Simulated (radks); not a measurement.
The numbers below are computed, except where a source is named.
The tin ion Sn9+ is in [Kr] 4d5. Level of theory: non-relativistic Kohn-Sham, PBE, spin-polarised, spherical densities, point nucleus (a radial shooting solver on a logarithmic mesh with Libxc functionals). Open shells are filled with parallel spins first. One electron is removed from 4s, 4d, 3d, 4p in turn, with full relaxation. Which removal costs least, and what does each cost?

Answer. 4d 187.10 eV; 4p 246.46 eV; 4s 284.90 eV; 3d 671.37 eV. The 4d electron leaves first.
